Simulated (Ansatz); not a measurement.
Coupled-cluster run, `C=[C]1[AlH][S]S1`.

```yaml
crystal:
  periodic: [false, false, false]
  atoms:
    - {symbol: C, position_ang: [-1.517007, 0.372902, 0.234480]}
    - {symbol: C, position_ang: [-0.201114, 0.276220, 0.049611]}
    - {symbol: Al, position_ang: [1.157761, -1.067971, -0.265541]}
    - {symbol: S, position_ang: [2.645973, 0.527354, -0.304240]}
    - {symbol: S, position_ang: [0.900339, 1.667562, 0.041946]}
    - {symbol: H, position_ang: [-2.133868, -0.519266, 0.227505]}
    - {symbol: H, position_ang: [-2.032059, 1.316432, 0.397293]}
    - {symbol: H, position_ang: [1.272076, -2.630132, -0.436854]}
basis:
  gaussian: {orbitals: def2-SVP}
correlation: {method: ccsd_t}
```

```sh
$ ansatz run in.yaml --threads 2 --pin off --events-out ev --progress --plain --max-ram 4352MiB
```

Output of Ansatz, abridged:

```
Functional definition: HF
922 factors; integrals over basis functions are off by at most 1.6e-3 eV
mean field evaluation 1: about -30312.9157 eV, gradient 2.6e1 eV
mean field evaluation 2: about -30312.9321 eV, gradient 2.6e1 eV
mean field evaluation 4: about -30315.3569 eV, gradient 3.0e0 eV
mean field evaluation 8: about -30315.4180 eV, gradient 1.6e-1 eV
mean field evaluation 16: about -30315.3956 eV, gradient 8.4e-1 eV
mean field -30315.41817910 eV, -1114.0710695536 hartree, gradient 2.1e-6 eV, S^2 0.000000; 0 other end points of the search recorded, 0 dependent functions left out; unrestricted orbitals would lower it
17 core orbitals not correlated: weight in the atoms' cores, before any rotation towards them, 1.000 or more for the frozen orbitals, at most 0.000 for the correlated occupied ones
reference -30315.41817910 eV, -1114.0710695536 hartree; 13, 13 occupied and 67, 67 virtual orbitals, 922 factors
second order -15.44221019 eV of doubles, -0.00000000 eV of singles
cycle   1  -16.15435648 eV  change   -7.1e-1 eV  update   1.1e-1
cycle   2  -16.66684328 eV  change   -5.1e-1 eV  update   3.4e-2
cycle   3  -16.77330667 eV  change   -1.1e-1 eV  update   1.7e-2
cycle   4  -16.76871003 eV  change    4.6e-3 eV  update   5.0e-3
cycle   5  -16.76903408 eV  change   -3.2e-4 eV  update   2.2e-3
cycle   6  -16.76887464 eV  change    1.6e-4 eV  update   7.5e-4
cycle   7  -16.76858528 eV  change    2.9e-4 eV  update   2.9e-4
cycle   8  -16.76861628 eV  change   -3.1e-5 eV  update   1.4e-4
cycle   9  -16.76860043 eV  change    1.6e-5 eV  update   4.9e-5
cycle  10  -16.76857313 eV  change    2.7e-5 eV  update   2.8e-5
perturbative correction -0.67412572 eV, -0.0247736631 hartree
Total energy: -30332.86087795 eV, -1114.7120769130 hartree
```

Run time 3.7 s (2 threads of an AMD EPYC 7R13 on a shared host); peak host memory 0.45 GiB.

Correlation energy per correlated electron: -0.671 eV. T1 diagnostic: 0.0146.
